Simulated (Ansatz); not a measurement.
H₄Si₂, charge +1, doublet, geometry from GFN2-xTB of the parent state (a state made from the parent by changing its charge; the spin is typed, not shown lowest); PBE/def2-SVP run with Ansatz (a first-principles code).

The Ansatz input:
Ansatz 0.2 input:
```yaml
crystal:
  periodic: [false, false, false]
  atoms:
    - {symbol: Si, position_ang: [0.01921758, 1.02177692, 0.66747900]}
    - {symbol: H, position_ang: [-0.43006669, 2.36503207, 0.26011259]}
    - {symbol: Si, position_ang: [0.00702078, -0.89416620, -0.51957417]}
    - {symbol: H, position_ang: [0.81894889, -0.88144975, -1.74910277]}
    - {symbol: H, position_ang: [-1.32097621, -1.35750819, -0.95874128]}
    - {symbol: H, position_ang: [0.56475699, -1.91262422, 0.37706385]}
basis:
  gaussian:
    orbitals: def2-SVP
hamiltonian:
  xc: pbe
total_charge: 1
magnetization: {spin_polarized: false, initial_magnetization: 1}
```

### Question
What does Ansatz print? Leave out banner, timings and long lists.

### Answer

```
Functional definition: PBE
624 factors; their error is unknown
mean field evaluation 1: about -15793.6102 eV, gradient 2.1e1 eV
mean field evaluation 2: about -15760.0682 eV, gradient 7.5e1 eV
mean field evaluation 4: about -15796.0886 eV, gradient 3.9e0 eV
mean field evaluation 8: about -15796.1587 eV, gradient 5.4e-2 eV
mean field evaluation 16: about -15793.5436 eV, gradient 2.1e1 eV
mean field evaluation 32: about -15795.9616 eV, gradient 4.0e0 eV
mean field -15796.09634010 eV, -580.4958335200 hartree, gradient 3.4e-5 eV, S^2 0.750000; 5 other end points of the search recorded, 0 dependent functions left out
reference -15796.09637175 eV, -580.4958346830 hartree; 16, 15 occupied and 40, 41 virtual orbitals, 624 factors
Total energy: -15796.09637175 eV, -580.4958346830 hartree
```
